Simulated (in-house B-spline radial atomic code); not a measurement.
Atomic self-consistent-field run: neutral sulfur (an excited or competing configuration). Method: Dirac-Hartree-Fock, average of the jj configuration, Fermi nucleus of rms radius 3.2611 fm. Calculated with a B-spline radial code for spherical atoms.

In the input, a minus or plus after the letter marks the j = l - 1/2 or j = l + 1/2 subshell.

Command:
```bash
python run_scf.py task.json out
```
Settings (nuclear radius in fm, mass in u):
```
Z                16
configuration    1s2 2s2 2p6 3s2 3p+4
hamiltonian      dirac
method           hf
spin_polarised   False
nucleus          fermi
rms_radius       3.2611
atomic_mass      31.97207
speed_of_light   137.035999084
```

Output (hartree, bohr):
```
 radial grid: 79 intervals, B-splines of order 8, outer radius 50 bohr

 iter        energy (Eh)    residual
    1       -396.7578147    2.67e-01
    2       -398.3764642    6.55e-02
    3       -398.5465253    2.51e-02
    4       -398.5713702    1.09e-02
    5       -398.5764862    2.62e-03
    6       -398.5766971    3.15e-04
    7       -398.5767091    7.21e-05
    8       -398.5767098    1.12e-05
    9       -398.5767098    1.43e-06
   10       -398.5767098    1.09e-07

 total energy                     -398.576710
 kinetic                            400.82256
 electron-nucleus                  -951.56249
 electron-electron                  152.16321

 first-order corrections (not in the total)
   Gaunt                            0.09430
   retardation                     -0.00687
   frequency dependence            -0.00008
   self-energy                      0.06148
   Uehling                         -0.00404
   Wichmann-Kroll                   0.00001
   recoil                           0.00568

 orbital      occ     eigenvalue          <r>       <r^2>       <1/r>     <1/r^2>       r_max    small
 1s1/2      2.000      -92.33270    0.0967248   0.0125896     15.6707     498.783     0.06333  3.24e-03
 2s1/2      2.000       -9.06671     0.473649    0.266285     3.09594     39.9806      0.3865  5.01e-04
 2p1/2      2.000       -6.70658     0.439863    0.241041     2.96913     12.4245      0.3263  4.69e-04
 2p3/2      4.000       -6.68729     0.440376    0.241271     2.95869     12.2411      0.3272  4.69e-04
 3s1/2      2.000       -0.89018      1.71308     3.41318    0.790816     3.63836       1.413  6.63e-05
 3p3/2      4.000       -0.41800      2.07705     5.15985    0.646198    0.928563       1.616  4.73e-05
```

Run time, properties included: 0.76 s on 1 thread of Arm Neoverse V1 (shared host).

For the Dirac Hamiltonian the kinetic term is c α·p + (β - 1)c².
